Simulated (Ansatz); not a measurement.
Ansatz results at the PBE0-D4/def2-TZVP geometry: LUMO energy (ωB97M-V/def2-TZVPP) 0.15 eV; size of the dipole moment (PBE/def2-TZVPP) 0.49 D; HOMO energy (PBE0/def2-TZVPP) -5.66 eV.

Each molecule was computed in one conformer, which needn't be the lowest.

(1) Which molecule gave them?
A. `C[N](C)[Sn][F]`
B. `[SiH3][O][Sn][Cl]`
C. `[NH2][Sn][OH]`
D. `C[N](C)[Sn][N](C)C`

Answers

(1) D. The others give `C[N](C)[Sn][F]`: -0.22, 2.75, -6.52; `[NH2][Sn][OH]`: 0.19, 2.19, -7.30; `[SiH3][O][Sn][Cl]`: -1.04, 2.72, -8.15.
